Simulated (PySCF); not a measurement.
## Dipole response of Pb⁵⁴⁺ (lead, charge +54)

[Ar] 3d10, closed-shell 1S. Computed with PySCF 2.14 in an even-tempered Gaussian basis (17 s from 14 bohr⁻², ratio 2.5; 13 p from 18 bohr⁻², ratio 2.5; 7 d from 18 bohr⁻², ratio 2.5; 4 f from 74 bohr⁻², ratio 2.7; 3 g from 110 bohr⁻², ratio 2.7), with the spin-free X2C one-electron Hamiltonian (Gaussian nucleus). Coupled (time-dependent) response in atomic units; α is the mean over directions.

```csv
method,mean α (bohr³),C₆ (like pair),S(−4)
UHF,0.0008603,8.574e-05,4.180e-08
PBE0,0.0008643,8.619e-05,4.240e-08
```

S(−4) is the Cauchy moment in α(ω) = α(0) + S(−4) ω² + …

α(iu) at PBE0:

| u (hartree) | α(iu) (bohr³) |
| --- | --- |
| 0 | 0.0008642 |
| 20.0 | 0.0008477 |
| 40.0 | 0.0008026 |
| 80.0 | 0.0006682 |
| 120 | 0.0005296 |
| 160 | 0.0004148 |
| 200 | 0.0003267 |
| 300 | 0.0001912 |
| 400 | 0.0001227 |
| 600 | 6.194e-05 |
| 1000 | 2.470e-05 |

A single London oscillator, α(iu) = α/(1 + u²/ω²), gives C₆ = (3/4) ω α². Matching the computed C₆ needs ω = 4 × 8.619e-05 / (3 × 0.0008643²) = 154 hartree.

For an ion, C₆ is the dispersion term alone; charge-induced terms of lower order in 1/R come first.

Spin-orbit coupling, which splits the p, d and f shells strongly at this Z, is absent.
